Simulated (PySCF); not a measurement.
# Excitation energies in several basis sets

C2H7AsOSi.
InChI=1S/C2H7AsOSi/c1-2(4)5-3/h3,5H2,1H3

TDDFT with PBE0 (PySCF), vertical singlets, core orbitals frozen in the response, spherical d and f functions. Isolated species at its PBE0-D3(BJ)/def2-SVP geometry (one conformer only). The PBE0/6-31G* calculation is non-relativistic and has no spin–orbit coupling, an omission that weighs most on arsenic.

Problem. How do the low singlets change with the basis? Take 6-31G*, def2-SVP, def2-SVPD, aug-cc-pVDZ, def2-TZVP and def2-TZVPD.

Solution. 

| basis | functions | diffuse | S1 (eV) | S2 (eV) | S3 (eV) | S4 (eV) | S5 (eV) | LUMO (eV) | α (au) |
| --- | --- | --- | --- | --- | --- | --- | --- | --- | --- |
| 6-31G* | 106 | no | 3.63 | 5.45 | 5.80 | 6.46 | 6.63 | -0.96 | 76.3 |
| def2-SVP | 127 | no | 3.60 | 5.35 | 6.00 | 6.45 | 6.55 | -1.11 | 79.2 |
| def2-SVPD | 181 | yes | 3.57 | 5.15 | 5.83 | 6.05 | 6.33 | -1.35 | 91.1 |
| aug-cc-pVDZ | 195 | yes | 3.57 | 5.20 | 5.59 | 5.72 | 6.16 | -1.30 | 93.0 |
| def2-TZVP | 220 | no | 3.56 | 5.21 | 5.84 | 6.27 | 6.36 | -1.27 | 87.6 |
| def2-TZVPD | 274 | yes | 3.55 | 5.16 | 5.67 | 5.84 | 6.21 | -1.34 | 92.5 |

States are compared by their number. Against the largest diffuse basis here (def2-TZVPD, itself not a converged limit), sets without diffuse functions differ by up to 0.08 eV in S1 and 0.42 eV in S5; the smaller diffuse sets differ by up to 0.03 and 0.12 eV. State by state, the largest deviation of a set without diffuse functions is S1 0.08, S2 0.29, S3 0.33, S4 0.62, S5 0.42 eV. The same number needn't mean the same state in each row. Against def2-TZVPD the polarisability deviates by -18% in 6-31G*, -14% in def2-SVP, -2% in def2-SVPD, 0% in aug-cc-pVDZ, -5% in def2-TZVP.
